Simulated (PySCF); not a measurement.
## Assignment exercise: C8H9N

Structure with atom numbers: `[H]/[N:2]=[CH:3]/[C@@H:4]1[C@H:5]2[C@H:6]([CH3:7])[C@:8]12[C:9]#[CH:10]`; H(Xn) means a hydrogen on atom n.

No relativistic terms, one conformer, no solvent model, one averaged value for each set of equivalent atoms. Shieldings: GIAO PBE0/pcSseg-1; structure optimised with PBE0-D3(BJ)/def2-SVP; PySCF 2.14.

δ = σ(ref) − σ, references computed at the same level: ¹³C, ¹H vs TMS.

**Question.** Assign these signals to the numbered atoms. ¹³C{¹H} NMR (computed): δ 175.7, 83.4, 78.1, 52.9, 42.5, 22.6, 14.8, 10.3.

**Answer.** 
```tsv
δ (ppm)	atoms	environment	reason
175.7	C3	C=N carbon	–
83.4	C9	alkyne carbon	sp carbons lie upfield of alkene carbons because the cylindrical π system leaves one tensor component strongly shielded
78.1	C10	terminal alkyne carbon	sp carbons lie upfield of alkene carbons because the cylindrical π system leaves one tensor component strongly shielded
52.9	C4	three-membered-ring carbon	aliphatic region, no heteroatom directly attached
42.5	C6	three-membered-ring carbon	–
22.6	C5	three-membered-ring carbon	–
14.8	C7	methyl carbon	a saturated carbon with 1 carbon neighbour and no heteroatom attached
10.3	C8	three-membered-ring carbon	carbons of three-membered rings are unusually shielded
```

**Question.** Assign these signals to the numbered atoms. ¹H NMR (400 MHz, computed): δ 10.09 (br s, 1H), 7.69 (d, 1H), 2.11 (s, 1H), 1.90 (m, 1H), 1.72 (m, 1H), 1.20 (m, 3H), 1.08 (m, 1H).

**Answer.** 
10.09 → H(N2), hydrogen on an imine nitrogen: exchangeable, gas-phase position
7.69 → H(C3), hydrogen on a C=N carbon
2.11 → H(C10), hydrogen on a terminal alkyne carbon: it lies on the axis of the triple bond, in its shielding cone
1.90 → H(C5), hydrogen on a three-membered-ring carbon
1.72 → H(C4), hydrogen on a three-membered-ring carbon
1.20 → H(C7), hydrogen on a methyl carbon: far from electronegative atoms and π systems
1.08 → H(C6), hydrogen on a three-membered-ring carbon: cyclopropane-type protons are shielded by the ring

H(C7) and H(C6) lie closer than the usual error of such a calculation, so a measured spectrum could show them in the other order.

OH and NH positions are those of a molecule without intermolecular hydrogen bonds; in solution they move with solvent, concentration and temperature, and exchange usually removes their couplings. Shifts are as computed. Against solution values, carbons near 30 ppm lie about +2 ppm off and those near 130 ppm about +5 ppm. Of 1211 compounds with measured shifts, 218 miss one by over three times the rms of a fit or turn the order of signals round; such compounds aren't used in these exercises. No couplings were computed; multiplicities are counted from neighbouring protons, with m where these are inequivalent, close in shift, in a saturated or five-membered ring or joined by F or P, and br s for small geminal =CH2 splittings.
